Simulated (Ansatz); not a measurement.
Ideal-gas functions of CH$_{3}$CuS, SMILES `C[S][Cu]` at 500 K and 1 bar, from an Ansatz frequency run at PBE0-D4/def2-TZVP.

Molar mass 110.65 g/mol, point group Cs (symmetry number 1), electronic degeneracy 1, moments of inertia 28.744, 161.704, 187.25 u Å². Harmonic wavenumbers (cm⁻¹, unscaled): 135, 164, 379, 721, 955, 964, 1339, 1465, 1478, 3056, 3136, 3148.

Use S(trans) = R[1.5 ln M + 2.5 ln T − 1.1517]; rotational temperatures θ = 24.2544 K / I; S(rot) = R[ln(√π/σ · √(T³/θAθBθC)) + 1.5]; for each mode x = 1.438777 ν̃/T, S = R[x/(eˣ − 1) − ln(1 − e⁻ˣ)] and H = RT x/(eˣ − 1); 1 cm⁻¹ = 0.0119627 kJ/mol; R = 8.31446 J/(mol·K).

Q: By hand: the entropy, in J/(mol·K).

A: Translation 178.3. Rotation: θ = 0.8438, 0.15, 0.1295 K, giving 111.8. Vibration, mode by mode: 16.23, 14.63, 7.99, 3.59, 2.11, 2.07, 0.87, 0.65, 0.63, 0.01, 0.01, 0.01, in all 48.8. Electronic 0.0. Sum 338.9 J/(mol·K).

Q: By hand: H − E and G − E in kJ/mol, counted from the electronic energy.

A: Zero-point energy ½ × 16940 × 0.0119627 = 101.3; thermal vibration 12.6; translation, rotation and pV give 4 RT = 16.6. H − E = 130.5 kJ/mol, and G − E = 130.5 − 500 × 338.9/1000 = -38.9 kJ/mol.

Vibration gives 14 % of the entropy, 16.2 J/(mol·K) of it from the mode under 150 cm⁻¹: soft modes count most, and the harmonic formula is weakest for them.
